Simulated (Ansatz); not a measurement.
F2H3Si2, SMILES `F[Si](F)[SiH3]` radical at its PBE0-D4/def2-TZVP geometry, where that method's forces vanish. Charge 0, multiplicity 2.

```xyz
7

F     1.9758   -1.3146    0.2988
Si    0.4120   -1.3657   -0.0364
F     0.3164   -1.7654   -1.5829
Si   -0.5208    0.7926    0.2696
H     0.1549    1.8169   -0.5705
H    -0.3789    1.1325    1.7078
H    -1.9595    0.7037   -0.0864
```

(1) What forces (eV/Å) does B3LYP-D4/def2-TZVPP give on these atoms in Ansatz 0.2.0? (An estimate is asked.)

## Answers

(1) The calculation gave: 
```
F1   0.246  0.024  0.050
Si2 -0.194 -0.089  0.193
F3  -0.016 -0.047 -0.248
Si4 -0.070  0.167  0.021
H5  -0.043 -0.049  0.050
H6  -0.011 -0.016 -0.090
H7   0.089  0.011  0.023
```

B3LYP here is the variant with VWN-RPA as its local correlation; programs differ in this.
